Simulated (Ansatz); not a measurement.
Reaction (formal hydrolysis of a B–C bond): `CC1=CC(C)=[O+][B-](C)(Cl)O1` + H₂O → `CC1=CC(C)=[O+][B-](O)(Cl)O1` + CH₄

Isolated molecules relaxed with PBE0-D4/def2-TZVP in Ansatz; ΔE leaves out vibrations. CCSD(T)/CBS adds triple-zeta CCSD(T) − MP2 to the extrapolated MP2 energy (def2 sets, frozen cores). This one scheme is used for every species. Functionals use def2-TZVPP. B3LYP here is the variant with VWN-RPA as its local correlation; programs differ in this. One conformer a species, not always the lowest.

`CC1=CC(C)=[O+][B-](C)(Cl)O1`:

Cartesian coordinates in Å:
```
C -1.145 2.019 1.639
C -0.515 1.011 0.751
C 0.853 0.778 0.731
C 1.324 -0.313 0.014
C 2.733 -0.772 0.086
O 0.555 -1.011 -0.734
B -0.812 -0.505 -1.121
C -1.795 -1.699 -1.431
Cl -0.551 0.659 -2.561
O -1.324 0.341 0.019
H -1.574 2.809 1.016
H -0.430 2.456 2.334
H -1.969 1.560 2.187
H 1.516 1.348 1.364
H 3.302 -0.230 0.839
H 3.195 -0.624 -0.894
H 2.759 -1.843 0.295
H -2.782 -1.326 -1.714
H -1.918 -2.353 -0.561
H -1.422 -2.305 -2.259
```

H₂O:

Cartesian coordinates in Å:
```
O 0.322 0.218 -0.006
H 0.141 -0.570 -0.522
H -0.463 0.352 0.528
```

`CC1=CC(C)=[O+][B-](O)(Cl)O1`:

```xyz
18

C     1.589   -2.079    0.592
C     0.695   -0.997    0.110
C     0.035   -0.129    0.969
C    -0.606    0.972    0.420
C    -1.156    2.075    1.247
O    -0.736    1.115   -0.846
B    -0.501   -0.048   -1.795
O    -0.151    0.383   -3.065
Cl   -2.042   -1.064   -1.810
O     0.592   -0.894   -1.163
H     1.744   -2.034    1.668
H     2.547   -2.021    0.072
H     1.139   -3.041    0.329
H     0.137   -0.230    2.038
H    -2.244    2.082    1.134
H    -0.901    1.966    2.299
H    -0.790    3.033    0.870
H     0.648    0.912   -3.070
```

CH₄:

Cartesian coordinates in Å:
```
C 0.000 0.000 0.000
H 0.432 0.999 0.055
H -0.548 -0.108 -0.935
H -0.680 -0.148 0.839
H 0.796 -0.743 0.042
```

**Question.** Is it downhill or uphill in electronic energy at CCSD(T)/CBS, and by how much? (An estimate is asked.)

**Answer.** Ansatz gave: Downhill: ΔE = -20.7 kcal/mol.

**Question.** What do these levels give: B97M-V, PBE0-D4, B3LYP-D4, ωB97X-V, HF/def2-SVP, CCSD(T)/def2-SVP? (An estimate is asked.)

**Answer.** Computed: B97M-V -23.7, PBE0-D4 -21.3, B3LYP-D4 -22.6, ωB97X-V -22.2, HF/def2-SVP -28.6, CCSD(T)/def2-SVP -26.2 kcal/mol.

Largest T1 diagnostic among the species: 0.016.

At CCSD(T), def2-SVP lies −5.5 kcal/mol from the extrapolated value and def2-TZVPP −1.1 kcal/mol. The D4 term adds +1.2 kcal/mol with B3LYP and +0.7 kcal/mol with PBE0; it sums over pairs of atoms, weighted by their polarisabilities, and B3LYP, whose exchange is more repulsive, gets the larger term.
